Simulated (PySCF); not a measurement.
## Telling isomers of C$_{8}$H$_{11}$OP apart by NMR

[PySCF 2.14: GFN2-xTB geometry; PBE0/pcSseg-1 with gauge-including orbitals; isolated molecule; single conformer; non-relativistic; averaged over atoms made equivalent by symmetry, fast rotation or ring inversion]

δ = σ(ref) − σ, references computed at the same level: 1H (31.72 ppm), 13C (186.93 ppm) against TMS. Splittings of carbon signals by F and P are missing where no couplings were computed. Where no couplings were computed, multiplicities follow the n + 1 count of equivalent neighbours, and m marks all less simple cases (inequivalent or close neighbours, rings, F or P nearby). Shifts are as computed. Against solution values, carbons near 30 ppm lie about +3 ppm off and those near 130 ppm about +5 ppm. Of 1211 compounds with measured shifts, 218 miss one by over three times the rms of a fit or turn the order of signals round; such compounds aren't used in these exercises.

(1) Tabulate the signals of `COc1ccc(C)c(C)p1`, `C=C(C)P(C)c1ccco1`, `COc1cpcc(C)c1C` and their relative energies.

(2) What is the quickest way to tell COc1ccc(C)c(C)p1 from COc1cpcc(C)c1C?

(3) What is the quickest way to tell C=C(C)P(C)c1ccco1 from COc1cpcc(C)c1C?

(4) What is the quickest way to tell COc1ccc(C)c(C)p1 from C=C(C)P(C)c1ccco1?

## Answers

(1) 
| SMILES | carbon types | δC | δH | E rel. (kcal/mol) |
| --- | --- | --- | --- | --- |
| COc1ccc(C)c(C)p1 | 3×C 2×CH 3×CH3 | 204.1, 172.6, 140.0, 139.3, 126.0, 59.7, 27.1, 24.3 | 7.58 (m, 1H), 7.51 (m, 1H), 4.11 (s, 3H), 2.72 (m, 3H), 2.43 (s, 3H) | 1.6 |
| C=C(C)P(C)c1ccco1 | 2×C 3×CH 1×CH2 2×CH3 | 160.2, 159.2, 151.7, 128.5, 121.4, 117.4, 26.4, 13.0 | 7.74 (m, 1H), 7.10 (m, 1H), 6.61 (m, 1H), 5.73 (m, 1H), 5.30 (m, 1H), 1.66 (m, 3H), 1.63 (m, 3H) | 18.7 |
| COc1cpcc(C)c1C | 3×C 2×CH 3×CH3 | 165.8, 157.4, 150.1, 134.2, 134.2, 55.6, 27.7, 14.6 | 8.58 (m, 1H), 7.94 (m, 1H), 4.08 (s, 3H), 2.48 (s, 3H), 2.41 (s, 3H) | 0.0 |

Energies are electronic energies at PBE0/pcSseg-1 on these geometries, without zero-point or thermal terms, each for the one conformer computed, which needn't be the lowest.

(2) Both give the same number of carbon signals, with the same numbers of each carbon type, so the positions decide. The first has an aromatic carbon bearing oxygen (C) at 204.1 ppm, the second an aromatic CH at 157.4 ppm. Their most deshielded carbons lie at 204.1 and 165.8 ppm. In the proton spectra the most deshielded non-exchanging signals are 7.58 (m, 1H) and 8.58 (m, 1H).

(3) Both give the same number of carbon signals, but DEPT or the intensities differ. The first has a terminal =CH2 carbon at 121.4 ppm, the second a methyl carbon bonded to O (CH3) at 55.6 ppm. Their most deshielded carbons lie at 160.2 and 165.8 ppm. In the proton spectra the most deshielded non-exchanging signals are 7.74 (m, 1H) and 8.58 (m, 1H).

(4) Both give the same number of carbon signals, but DEPT or the intensities differ. The first has an aromatic carbon bearing oxygen (C) at 204.1 ppm, the second a terminal =CH2 carbon at 121.4 ppm. Their most deshielded carbons lie at 204.1 and 160.2 ppm.
